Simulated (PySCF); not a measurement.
An EPR property job and its printed output. Input:

```
{"job": {"kind": "epr", "basis": "pcH-1"}, "charge": 0, "multiplicity": 2}
Cl     3.307868     1.505226    -0.844213
B      2.323196     0.095820    -0.913331
Cl     2.994191    -1.307316    -1.655309
C      0.876721     0.085775    -0.328207
C      0.338760     1.252085     0.276501
C     -0.959571     1.252112     0.802386
C     -1.747783     0.149416     0.756774
C     -1.281907    -1.125984     0.145292
C      0.103046    -1.046031    -0.389056
H      0.940488     2.144066     0.328276
H     -1.334071     2.159045     1.255270
H     -2.746972     0.161170     1.165226
H     -1.970157    -1.431519    -0.660141
H     -1.345035    -1.943003     0.882870
H      0.496814    -1.942872    -0.844251
```

Level of theory: UKS B3LYP, pcH-1 on B C Cl H, non-relativistic, mean-field spin-orbit, GIAO in PySCF 2.14.0. Geometry: GFN2-xTB; no solvent, vibrations or thermal averaging. The geometry wasn't refined by DFT: couplings that depend on bond lengths, twists or pyramidal angles can differ widely from those at the functional's own minimum.

Output of the driver script. Atoms in this output count from 0.

```
UKS, coarse grid
  cycle   1  E = -1177.50795044  |g| = 3.38e-01
  cycle   2  E = -1177.49166213  |g| = 3.68e-01
  cycle   3  E = -1177.56100805  |g| = 6.66e-02
  cycle   4  E = -1177.56272331  |g| = 4.05e-02
  cycle   5  E = -1177.56360008  |g| = 1.36e-02
  cycle   6  E = -1177.56374352  |g| = 6.95e-03
  cycle   7  E = -1177.56379907  |g| = 3.64e-03
  cycle   8  E = -1177.56381689  |g| = 1.75e-03
  cycle   9  E = -1177.56382054  |g| = 4.68e-04
UKS, final grid
  cycle   1  E = -1177.56376984  |g| = 6.28e-04
  cycle   2  E = -1177.56376951  |g| = 1.03e-03
  cycle   3  E = -1177.56377009  |g| = 8.91e-05
  cycle   4  E = -1177.56377009  |g| = 4.86e-05
  cycle   5  E = -1177.56377010  |g| = 2.22e-05
E = -1177.56377010 Eh   <S^2> = 0.7902 (exact 0.7500)
g shifts (ppm)      1          2          3
  rmc          -140       -140       -140
  gc             -3         25         25
  oz_so          15         47        353
  total        -128        -68        238
hyperfine (MHz)  atom isotope    a_iso     a_fc   dipolar eigenvalues
    0  35Cl      -0.43      -0.39     -2.24      0.95      1.29
    1   11B       3.87       3.90     -2.67      0.99      1.69
    2  35Cl      -0.34      -0.31     -1.90      0.80      1.09
    3   13C     -33.21     -33.26    -20.75      8.95     11.80
    4   13C      49.34      49.41    -44.85    -42.31     87.15
    5   13C     -37.54     -37.56    -23.89     10.19     13.70
    6   13C      38.75      38.79    -35.43    -33.36     68.79
    7   13C     -33.81     -33.82     -1.57     -0.41      1.98
    8   13C      37.56      37.60    -33.84    -31.83     65.67
    9    1H     -37.11     -37.11    -22.06      0.04     22.02
   10    1H       9.85       9.85     -4.05     -0.99      5.04
   11    1H     -28.92     -28.93    -16.67     -1.18     17.85
   12    1H     156.02     156.02     -4.07     -0.68      4.75
   13    1H     155.74     155.74     -4.07     -0.68      4.75
   14    1H     -27.99     -28.00    -16.09     -1.21     17.30
```

|g| in the SCF lines is the orbital gradient. In the g block, columns 1 to 3 are the principal axes in rising order; rmc is the relativistic mass correction, gc the gauge correction and oz_so the orbital-Zeeman/spin–orbit term. a_fc is the Fermi-contact part of a_iso, the rest being spin–orbit.

Task: What does the output say about convergence, stability and spin contamination?

Result: The SCF converged after 14 cycles in all, 9 of them on the coarse grid; no stability test was run. The unrestricted determinant has ⟨S²⟩ = 0.7902 (exact 0.7500), 5.4 % above the value of a pure doublet state.

Task: What are the principal g values and g_iso?

Result: Adding the total shifts to 2.002319 gives 2.00219, 2.00225, 2.00256; their mean shift is 14 ppm, so g_iso = 2.00233.

Task: Which couplings shape the isotropic spectrum at natural abundance (0.05 mT or more)? Keep the log's numbering.

Result: atoms 12, 13 (1H, I = 1/2): mean 155.9 MHz = 5.56 mT in magnitude, a 1:2:1 triplet; atom 9 (1H, I = 1/2): -37.1 MHz = 1.32 mT in magnitude, a 1:1 doublet; atom 11 (1H, I = 1/2): -28.9 MHz = 1.03 mT in magnitude, a 1:1 doublet; atom 14 (1H, I = 1/2): -28.0 MHz = 1.00 mT in magnitude, a 1:1 doublet; atom 10 (1H, I = 1/2): 9.8 MHz = 0.35 mT in magnitude, a 1:1 doublet; atom 1 (11B, I = 3/2): 3.9 MHz = 0.14 mT in magnitude, a 1:1:1:1 quartet. Together 192 lines to first order. Means are taken over nuclei equivalent by connectivity, which assumes that they swap fast. Main isotope only: 11B (natural samples also hold 20 % 10B, magnetic too, which adds its own pattern).

Task: How large is the spin–orbit part of a_iso for atom 4 (13C)?

Result: a_iso − a_fc = 49.34 − (49.41) = -0.07 MHz.

The species is `ClB(Cl)C1=CC=CC[CH]1` [radical]. The run used 305 basis functions and 11 iterations of the response equations. C9, the radical centre as drawn in `ClB(Cl)C1=CC=CC[CH]1`, holds a spin population of +0.43 out of 1.

Shape of the structure used: `[Cl:1][B:2]([Cl:3])[C:4]1=[CH:5][CH:6]=[CH:7][CH2:8][CH:9]1`: Cl1–B2–C4–C5 0°.
Labels such as C1 count atoms from 1, the log's own numbers from 0.
